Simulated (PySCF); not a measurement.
## Atomic charges against the basis set

Species: C3H7BO2.
Geometry (PBE0-D3(BJ)/def2-SVP, Å), atoms numbered from 1 in this order:
```
atom  x, y, z in Å
C1     2.2608   -0.0355   -0.1432
C2     1.1280    0.5805    0.2030
C3    -0.0353   -0.0551    0.8996
B4    -1.2615   -0.1600   -0.0918
O5    -1.8829    0.9994   -0.4609
O6    -1.6286   -1.3938   -0.5426
H7     2.4338   -1.0902    0.0955
H8     3.0565    0.4927   -0.6753
H9     1.0025    1.6377   -0.0641
H10   -0.3402    0.5710    1.7567
H11    0.2325   -1.0528    1.2781
H12   -2.5958    0.8998   -1.0987
H13   -2.3612   -1.4050   -1.1661
```

PBE0 throughout (PySCF), one geometry, spherical d and f functions. One conformer (not necessarily the lowest) at the PBE0-D3(BJ)/def2-SVP geometry, without solvent, vibrations or thermal averaging. Atoms taken as equivalent share a column and are averaged. The first 7 of 10 kinds of atom are listed.

Mulliken charges (e):

```tsv
basis	functions	C1	C2	C3	B4	O5/O6	H7	H8
STO-3G	37	-0.185	-0.077	-0.256	+0.360	-0.322	+0.072	+0.073
6-31G	68	-0.357	-0.112	-0.562	+0.665	-0.605	+0.150	+0.149
pcSseg-0	68	-0.413	-0.271	-0.852	+0.888	-0.625	+0.210	+0.210
6-31G*	98	-0.397	-0.104	-0.547	+0.556	-0.590	+0.161	+0.162
cc-pVDZ	119	-0.041	-0.166	-0.050	+0.049	-0.117	+0.030	+0.036
def2-SVP	119	-0.088	-0.158	-0.035	+0.002	-0.151	+0.039	+0.044
aug-cc-pVDZ	201	+0.322	+1.002	+0.526	+0.929	-0.441	-0.428	-0.391
6-311+G(2d,p)	204	-0.349	+0.167	-0.808	+1.084	-0.648	+0.109	+0.115
def2-TZVP	228	-0.288	-0.136	-0.247	+0.289	-0.410	+0.117	+0.122
cc-pVTZ	278	-0.291	-0.121	-0.180	+0.171	-0.238	+0.108	+0.115
IGLO-III	280	-0.248	-0.110	-0.366	+0.733	-0.522	+0.086	+0.103
pcSseg-2	314	-0.119	-0.136	-0.040	+0.511	-0.407	+0.044	+0.056
```

IAO charges (e):

| basis | functions | C1 | C2 | C3 | B4 | O5/O6 | H7 | H8 |
| --- | --- | --- | --- | --- | --- | --- | --- | --- |
| STO-3G | 37 | -0.283 | -0.127 | -0.395 | +0.371 | -0.370 | +0.125 | +0.129 |
| 6-31G | 68 | -0.338 | -0.113 | -0.429 | +0.500 | -0.530 | +0.142 | +0.147 |
| pcSseg-0 | 68 | -0.324 | -0.118 | -0.431 | +0.480 | -0.507 | +0.137 | +0.142 |
| 6-31G* | 98 | -0.328 | -0.107 | -0.425 | +0.538 | -0.543 | +0.136 | +0.141 |
| cc-pVDZ | 119 | -0.335 | -0.106 | -0.427 | +0.521 | -0.538 | +0.137 | +0.143 |
| def2-SVP | 119 | -0.326 | -0.103 | -0.423 | +0.518 | -0.534 | +0.133 | +0.139 |
| aug-cc-pVDZ | 201 | -0.347 | -0.111 | -0.434 | +0.535 | -0.559 | +0.143 | +0.150 |
| 6-311+G(2d,p) | 204 | -0.346 | -0.111 | -0.437 | +0.542 | -0.561 | +0.143 | +0.150 |
| def2-TZVP | 228 | -0.346 | -0.111 | -0.438 | +0.546 | -0.561 | +0.142 | +0.149 |
| cc-pVTZ | 278 | -0.346 | -0.110 | -0.439 | +0.544 | -0.560 | +0.142 | +0.149 |
| IGLO-III | 280 | -0.348 | -0.112 | -0.439 | +0.545 | -0.564 | +0.143 | +0.150 |
| pcSseg-2 | 314 | -0.346 | -0.111 | -0.438 | +0.547 | -0.563 | +0.143 | +0.149 |

Hirshfeld charges (e):

```tsv
basis	functions	C1	C2	C3	B4	O5/O6	H7	H8
STO-3G	37	-0.085	-0.023	-0.074	+0.177	-0.183	+0.021	+0.021
6-31G	68	-0.121	-0.032	-0.122	+0.227	-0.255	+0.039	+0.040
pcSseg-0	68	-0.115	-0.026	-0.134	+0.229	-0.254	+0.037	+0.038
6-31G*	98	-0.121	-0.034	-0.124	+0.226	-0.252	+0.039	+0.040
cc-pVDZ	119	-0.119	-0.032	-0.141	+0.228	-0.244	+0.038	+0.039
def2-SVP	119	-0.120	-0.031	-0.146	+0.237	-0.249	+0.038	+0.040
aug-cc-pVDZ	201	-0.123	-0.042	-0.153	+0.253	-0.253	+0.043	+0.043
6-311+G(2d,p)	204	-0.119	-0.042	-0.149	+0.254	-0.256	+0.042	+0.042
def2-TZVP	228	-0.122	-0.040	-0.149	+0.252	-0.257	+0.042	+0.042
cc-pVTZ	278	-0.122	-0.037	-0.149	+0.252	-0.255	+0.042	+0.042
IGLO-III	280	-0.122	-0.041	-0.153	+0.257	-0.256	+0.043	+0.042
pcSseg-2	314	-0.122	-0.040	-0.153	+0.258	-0.257	+0.043	+0.043
```

Some averages cover members that differ in this geometry, most widely: O5/O6, Mulliken in aug-cc-pVDZ -0.474 to -0.408 e.

**Question.** Which scheme is steadiest as the basis changes?

**Answer.** Largest range over the bases for any column: Hirshfeld 0.08 e, IAO 0.19 e, Mulliken 1.38 e. Hirshfeld charges move least and Mulliken charges most, counted in e. Without the minimal STO-3G basis the ranges are Hirshfeld 0.03, IAO 0.07, Mulliken 1.38 e.

**Question.** How much do the charges still move between the two largest bases, IGLO-III and pcSseg-2?

**Answer.** At most, over all atoms: Mulliken 0.325 e, IAO 0.002 e, Hirshfeld 0.002 e.

**Question.** What do the same runs give for the total energy, the frontier levels and the dipole moment?

**Answer.** 
```csv
basis,energy (Eh),HOMO (eV),LUMO (eV),μ (D)
STO-3G,-289.7667,-4.91,3.98,3.07
6-31G,-293.4801,-6.68,0.90,3.29
pcSseg-0,-292.9004,-6.94,0.73,3.49
6-31G*,-293.5581,-6.63,0.97,3.00
cc-pVDZ,-293.5949,-6.78,0.75,2.91
def2-SVP,-293.3642,-6.84,0.69,3.02
aug-cc-pVDZ,-293.6200,-6.99,-0.61,2.65
"6-311+G(2d,p)",-293.6731,-6.99,-0.50,2.73
def2-TZVP,-293.6959,-6.97,0.25,2.76
cc-pVTZ,-293.6888,-6.94,0.46,2.73
IGLO-III,-293.7061,-6.99,-0.23,2.69
pcSseg-2,-293.6996,-7.00,-0.12,2.73
```

The dipole is fixed by the density alone, so its range of 0.84 D shows that the density itself changes with the basis, not only its division among atoms.
